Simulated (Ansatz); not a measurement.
Total energies of [Cu(N2)2]+ (CuN4⁺) from Ansatz at PBE-D4/def2-TZVP, gas phase (1 Eh = 27.2114 eV = 2625.5 kJ/mol). The reference geometry is relaxed at PBE-D4/def2-SVP.

```
atom    x (Å)    y (Å)    z (Å)
 Cu1  -0.0025   0.0022   0.0002
  N2   1.1104   1.1425   0.9837
  N3   1.7715   1.8210   1.5687
  N4  -1.1104  -1.1428  -0.9833
  N5  -1.7690  -1.8229  -1.5693
```

| state | geometry | energy (Eh) |
| --- | --- | --- |
| charge 1 singlet | reference | -1858.95240 |
| charge 2 doublet | reference | -1858.31360 |
| charge 0 doublet | reference | -1859.16738 |

Task: Work out the vertical ionisation energy to the doublet.

Result: E(charge 2 doublet) − E(charge 1 singlet) = -1858.31360 − (-1858.95240) = 0.63880 Eh = 17.38 eV. For comparison, −ε of the highest occupied level is 13.04 eV at this level, 4.34 eV less.

Task: Work out the vertical electron affinity, to the doublet.

Result: E(charge 1 singlet) − E(charge 0 doublet) = -1858.95240 − (-1859.16738) = 0.21498 Eh = 5.85 eV.

Task: Give the fundamental gap IE − EA, the Mulliken electronegativity (IE + EA)/2 and the hardness (IE − EA)/2.

Result: From the values in Eh: IE − EA = 0.63880 − 0.21498 = 0.42382 Eh = 11.53 eV; (IE + EA)/2 = 11.62 eV; (IE − EA)/2 = 5.77 eV. The HOMO–LUMO gap of the same run is 4.23 eV, 7.30 eV smaller than the fundamental gap.
